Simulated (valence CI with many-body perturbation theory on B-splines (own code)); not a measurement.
# Re³⁵⁺ in three bases

Computed by valence CI with perturbative core correlation (CI+MBPT): four valence electrons over a frozen Dirac-Fock core [Kr], a basis of 7 s, 7 p, 8 d, 6 f, 4 g, 1 h functions for each j, with the one-electron correlation potential Σ1, the two-electron term Σ2, the three-electron term Σ3, Breit, model QED; selected CI, second order for the rest, scaled by the run's own slope (own B-spline code, finite nucleus).

No measured spectrum was set against this ion. As an estimate, large intervals hold to a few tenths of a per cent, small ones and those within an open d or f shell to about a per cent. Only levels of the ground parity were solved; by the run's estimate the other parity begins above the list, which can be wrong where configurations are misplaced.

The reference run has the lowest level (4d3/2^4) J=0 and an ionisation energy of 1530.80 eV. Its largest variational space holds 18747 state functions.

Levels are named by their leading jj configuration (3d3/2^4 stands for four electrons in 3d with j = 3/2), which in mixed levels can hold well under half, so a name can repeat and another be missing. Letters in brackets count levels of one name in rising energy.

Changed runs:
A. basis 6 s, 6 p, 5 d, 5 f, 1 g
B. basis 5 s, 5 p, 4 d, 4 f

Excitation energies of the reference run in cm⁻¹, and shifts in cm⁻¹:

| Level | Reference | A | B |
| --- | --- | --- | --- |
| (4d3/2^3 4d5/2) J=1 | 127087 | -235 | -502 |
| (4d3/2^3 4d5/2) J=4 | 167748 | -19 | +256 |
| (4d3/2^3 4d5/2) J=2 | 170108 | -156 | +52 |
| (4d3/2^3 4d5/2) J=3 | 181749 | -92 | +287 |
| (4d3/2^2 4d5/2^2) J=0 [a] | 283362 | -218 | -486 |
| (4d3/2^2 4d5/2^2) J=2 [a] | 288313 | -186 | +20 |
| (4d3/2^2 4d5/2^2) J=4 [a] | 293633 | -227 | -254 |
| (4d3/2^2 4d5/2^2) J=3 [a] | 297819 | -248 | -141 |
| (4d3/2^2 4d5/2^2) J=5 | 313402 | -119 | +230 |
| (4d3/2^2 4d5/2^2) J=1 | 323718 | -116 | +382 |
| (4d3/2^2 4d5/2^2) J=6 | 324816 | -43 | +463 |
| (4d3/2^2 4d5/2^2) J=3 [b] | 337322 | -60 | +754 |
| Ionisation energy (eV) | 1530.80 | -0.07 | -0.15 |
